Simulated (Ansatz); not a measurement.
Process, species as SMILES: O=BF → F atom + [B]=O (B-O)
B3LYP-D3(BJ)/def2-TZVP geometries, fixed; electronic energies without zero-point terms.

How fast the bond dissociation energy converges with the basis for several methods (Ansatz, a quantum-chemistry and plane-wave program): deviation from each method's own reference, in kcal/mol. References: CCSD(T) 162.94 kcal/mol, Hartree-Fock in aug-cc-pVQZ plus the correlation part extrapolated as X^-3 from aug-cc-pVTZ and aug-cc-pVQZ; HF 121.90 kcal/mol, the value in aug-pcseg-3; MP2 171.29 kcal/mol, Hartree-Fock in aug-cc-pVQZ plus the correlation part extrapolated as X^-3 from aug-cc-pVTZ and aug-cc-pVQZ; PBE 165.34 kcal/mol, the value in aug-pcseg-3; PBE0 160.55 kcal/mol, the value in aug-pcseg-3; wB97M-V 165.09 kcal/mol, the value in aug-pcseg-3. All functions are spherical. In correlated methods cores are frozen. Open shells are unrestricted. No added dispersion term, no relativity. Functionals ending in -V hold VV10 correlation. 

| basis | functions | CCSD(T) | HF | MP2 | PBE | PBE0 | wB97M-V |
|---|---|---|---|---|---|---|---|
| def2-SVPD | 66 | -8.14 | -1.44 | -8.49 | -0.67 | -0.94 | -0.40 |
| aug-pcseg-1 | 69 | -9.26 | -2.56 | -9.56 | -1.90 | -2.07 | -2.02 |
| pcseg-2 | 90 | -3.21 | 0.05 | -3.48 | 0.33 | 0.22 | 0.06 |
| 6-311++G(3df,3pd) | 117 | -2.38 | 0.48 | -2.58 | 0.56 | 0.55 | 0.66 |
| aug-cc-pVTZ | 138 | -3.30 | -0.62 | -3.53 | -0.27 | -0.32 | -0.57 |
| def2-QZVPP | 171 | -1.80 | -0.56 | -1.95 | -0.13 | -0.23 | -0.24 |
| pcseg-3 | 180 | -1.06 | 0.05 | -1.18 | 0.04 | 0.03 | 0.01 |
| aug-cc-pVQZ | 240 | -1.33 | -0.47 | -1.43 | 0.00 | -0.10 | -0.21 |

Mean absolute deviation over pcseg-2, 6-311++G(3df,3pd), aug-cc-pVTZ: PBE0 0.37, HF 0.38, PBE 0.39, wB97M-V 0.43, CCSD(T) 2.96, MP2 3.20 kcal/mol.
